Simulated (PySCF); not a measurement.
# A survey of $^{29}$Si NMR shifts

[PySCF 2.14.0 with density-fitted response routines: PBE0/pcSseg-1 with gauge-including orbitals; structure optimised with GFN2-xTB; no solvent; single conformer; averaged over atoms made equivalent by symmetry, fast rotation or ring inversion; relativity neglected]

Shieldings were converted by a linear fit to measured shifts: $^{29}$Si (scatter 8.9 ppm rms, 25.8 ppm with the 6 outliers that the fit left out vs TMS, solution or neat liquid). Occasional misses reach two or three times the rms, and more in compound classes unlike the fitted ones.

Give the $^{29}$Si shifts of `COCS[SiH2]O[SiH3]`, `FC(F)(F)CC[SiH2]OC[SiH3]`, `[SiH3]CO[Si@@H]([SiH3])[SiH2][SiH3]`, `Cc1oc([SiH3])cp1`, `[SiH3]CO[SiH2][SiH2][SiH2][SiH3]`, `C[Si]([SiH3])([SiH3])[SiH2][SiH2]O`, `FC(F)(F)CCO[SiH2]C[SiH3]`, `C=C[Si@](C)(C[SiH3])C[SiH2]F`, `CO[SiH](OC)S[SiH3]`, `CO[SiH2]S[SiH2]OC`.

Answers


```tsv
compound	environment	δ (ppm)
[CH3:1][O:2][CH2:3][S:4][SiH2:5][O:6][SiH3:7]	Si5: silicon bonded to O, S, 2 H	-29.3
[CH3:1][O:2][CH2:3][S:4][SiH2:5][O:6][SiH3:7]	Si7: silicon bonded to O, 3 H	-43.0
[F:1][C:2]([F:3])([F:4])[CH2:5][CH2:6][SiH2:7][O:8][CH2:9][SiH3:10]	Si7: silicon bonded to C, O, 2 H	-16.6
[F:1][C:2]([F:3])([F:4])[CH2:5][CH2:6][SiH2:7][O:8][CH2:9][SiH3:10]	Si10: silicon bonded to C, 3 H	-65.9
[SiH3:1][CH2:2][O:3][Si@@H:4]([SiH3:5])[SiH2:6][SiH3:7]	Si4: silicon bonded to O, 2 Si, H	-7.6
[SiH3:1][CH2:2][O:3][Si@@H:4]([SiH3:5])[SiH2:6][SiH3:7]	Si1: silicon bonded to C, 3 H	-66.1
[SiH3:1][CH2:2][O:3][Si@@H:4]([SiH3:5])[SiH2:6][SiH3:7]	Si7: silicon bonded to Si, 3 H	-100.6
[SiH3:1][CH2:2][O:3][Si@@H:4]([SiH3:5])[SiH2:6][SiH3:7]	Si5: silicon bonded to Si, 3 H	-106.5
[SiH3:1][CH2:2][O:3][Si@@H:4]([SiH3:5])[SiH2:6][SiH3:7]	Si6: silicon bonded to 2 Si, 2 H	-109.5
Cc1oc([SiH3])cp1	silicon bonded to C, 3 H	-76.0
[SiH3:1][CH2:2][O:3][SiH2:4][SiH2:5][SiH2:6][SiH3:7]	Si4: silicon bonded to O, Si, 2 H	-19.5
[SiH3:1][CH2:2][O:3][SiH2:4][SiH2:5][SiH2:6][SiH3:7]	Si1: silicon bonded to C, 3 H	-66.6
[SiH3:1][CH2:2][O:3][SiH2:4][SiH2:5][SiH2:6][SiH3:7]	Si7: silicon bonded to Si, 3 H	-100.6
[SiH3:1][CH2:2][O:3][SiH2:4][SiH2:5][SiH2:6][SiH3:7]	Si5: silicon bonded to 2 Si, 2 H	-107.6
[SiH3:1][CH2:2][O:3][SiH2:4][SiH2:5][SiH2:6][SiH3:7]	Si6: silicon bonded to 2 Si, 2 H	-108.7
[CH3:1][Si:2]([SiH3:3])([SiH3:4])[SiH2:5][SiH2:6][OH:7]	Si6: silicon bonded to O, Si, 2 H	-23.4
[CH3:1][Si:2]([SiH3:3])([SiH3:4])[SiH2:5][SiH2:6][OH:7]	Si2: silicon bonded to C, 3 Si	-80.8
[CH3:1][Si:2]([SiH3:3])([SiH3:4])[SiH2:5][SiH2:6][OH:7]	Si3/4: silicon bonded to Si, 3 H (×2)	-92.5
[CH3:1][Si:2]([SiH3:3])([SiH3:4])[SiH2:5][SiH2:6][OH:7]	Si5: silicon bonded to 2 Si, 2 H	-94.4
[F:1][C:2]([F:3])([F:4])[CH2:5][CH2:6][O:7][SiH2:8][CH2:9][SiH3:10]	Si8: silicon bonded to C, O, 2 H	-18.4
[F:1][C:2]([F:3])([F:4])[CH2:5][CH2:6][O:7][SiH2:8][CH2:9][SiH3:10]	Si10: silicon bonded to C, 3 H	-74.0
[CH2:1]=[CH:2][Si@:3]([CH3:4])([CH2:5][SiH3:6])[CH2:7][SiH2:8][F:9]	Si8: silicon bonded to C, F, 2 H	0.7
[CH2:1]=[CH:2][Si@:3]([CH3:4])([CH2:5][SiH3:6])[CH2:7][SiH2:8][F:9]	Si3: silicon bonded to 4 C	-11.0
[CH2:1]=[CH:2][Si@:3]([CH3:4])([CH2:5][SiH3:6])[CH2:7][SiH2:8][F:9]	Si6: silicon bonded to C, 3 H	-71.3
[CH3:1][O:2][SiH:3]([O:4][CH3:5])[S:6][SiH3:7]	Si3: silicon bonded to 2 O, S, H	-32.8
[CH3:1][O:2][SiH:3]([O:4][CH3:5])[S:6][SiH3:7]	Si7: silicon bonded to S, 3 H	-58.3
CO[SiH2]S[SiH2]OC	silicon bonded to O, S, 2 H (×2)	-17.1
```
